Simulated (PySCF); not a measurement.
# Structure from 2D NMR

Compound of formula C4H9FOSi. Correlations simulated from computed shifts and the bond graph:

HSQC (one-bond C–H):
| δH | δC |
| --- | --- |
| 6.23 | 142.8 |
| 5.43 | 81.2 |
| 1.84 | 16.5 |

HMBC (two and three bonds, from the bond graph):
| δH | δC |
| --- | --- |
| 6.23 | 124.0, 81.2, 16.5 |
| 5.43 | 142.8, 124.0, 16.5 |
| 5.01 | 142.8 |
| 1.84 | 142.8, 124.0, 81.2 |

Carbons without hydrogens: δ 124.0.

- GFN2-xTB geometry
- PBE0/pcSseg-1 with gauge-including orbitals
- run in PySCF 2.14
- one computed conformer, fast rotation and ring inversion assumed for equivalent nuclei, non-relativistic, gas phase

Referencing at the same level of theory: TMS for 1H (31.72 ppm), 13C (186.93 ppm).

Exchangeable hydrogens are left out of these lists.

Which molecule is this?

Answers

`C/C(=C/O[SiH3])CF`.

Atoms are numbered as in `[CH3:1]/[C:2](=[CH:3]/[O:4][SiH3:5])[CH2:6][F:7]` (H(Xn): hydrogen on atom n).

- δC 142.8 is C3, an alkene carbon bearing oxygen (δH 6.23).
- δC 124.0 is C2, a β carbon of an enol-ether or enamine type C=C.
- δC 81.2 is C6, an allylic sp3 CH2 bonded to F (δH 5.43).
- δC 16.5 is C1, an allylic methyl carbon (δH 1.84).
- HMBC from δH 6.23 reaches the proton-free carbon C2.
- HMBC from δH 5.43 reaches the proton-free carbon C2.
- HMBC from δH 1.84 reaches the proton-free carbon C2.

The shifts were computed for this structure.

Shifts are as computed. Against solution values, carbons near 30 ppm lie about +3 ppm off and those near 130 ppm about +5 ppm. Of 1211 compounds with measured shifts, 218 miss one by over three times the rms of a fit or turn the order of signals round; such compounds aren't used in these exercises.
